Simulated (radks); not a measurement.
The numbers below are computed, except where a source is named.
Xe2+, 52 electrons, occupied as [Kr] 4d10 5s2 5p(up 3, down 1) (the NIST ground configuration).

Level of theory: scalar-relativistic Kohn-Sham, PBEsol, spin-polarised, spherical densities, point nucleus (a radial shooting solver on a logarithmic mesh with Libxc functionals).

Energy parts (eV):
| part | energy |
|---|---|
| total | -202534.979 |
| kinetic | 212980.632 |
| electron-nucleus | -489217.882 |
| Hartree | 78678.142 |
| exchange-correlation | -4975.872 |

Orbitals (lengths in bohr, moments of r in powers of bohr; r(90%) holds 90 % of the orbital's charge):
| orbital | occ. | eigenvalue (eV) | r(90%) | <r^2> | <1/r> |
|---|---|---|---|---|---|
| 1s up | 1 | -34378.37 | 0.0480 | 0.0009643 | 58.09 |
| 1s down | 1 | -34378.28 | 0.0480 | 0.0009643 | 58.09 |
| 2s up | 1 | -5368.774 | 0.177 | 0.01550 | 13.33 |
| 2s down | 1 | -5368.729 | 0.177 | 0.01550 | 13.33 |
| 2p up | 3 | -4820.272 | 0.163 | 0.01229 | 12.73 |
| 2p down | 3 | -4820.197 | 0.163 | 0.01229 | 12.72 |
| 3s up | 1 | -1114.985 | 0.450 | 0.1074 | 4.789 |
| 3s down | 1 | -1114.907 | 0.450 | 0.1074 | 4.789 |
| 3p up | 3 | -937.8644 | 0.457 | 0.1075 | 4.551 |
| 3p down | 3 | -937.7759 | 0.457 | 0.1075 | 4.551 |
| 3d up | 5 | -675.0504 | 0.441 | 0.09333 | 4.310 |
| 3d down | 5 | -674.9661 | 0.441 | 0.09332 | 4.310 |
| 4s up | 1 | -218.5683 | 1.03 | 0.5801 | 1.953 |
| 4s down | 1 | -218.3944 | 1.03 | 0.5798 | 1.953 |
| 4p up | 3 | -162.4442 | 1.12 | 0.6663 | 1.792 |
| 4p down | 3 | -162.2605 | 1.12 | 0.6653 | 1.792 |
| 4d up | 5 | -80.6610 | 1.33 | 0.8965 | 1.514 |
| 4d down | 5 | -80.3808 | 1.32 | 0.8895 | 1.517 |
| 5s up | 1 | -40.0390 | 2.57 | 3.578 | 0.7319 |
| 5s down | 1 | -38.4759 | 2.57 | 3.566 | 0.7364 |
| 5p up | 3 | -27.3603 | 3.02 | 4.882 | 0.6199 |
| 5p down | 1 | -25.7350 | 3.06 | 4.957 | 0.6185 |

The highest occupied level is 5p down at -25.735 eV. Summed over all electrons, <r^2> = 42.73 bohr^2, which gives a Langevin (diamagnetic) susceptibility term of -33.8 x 10^-6 cm^3/mol.
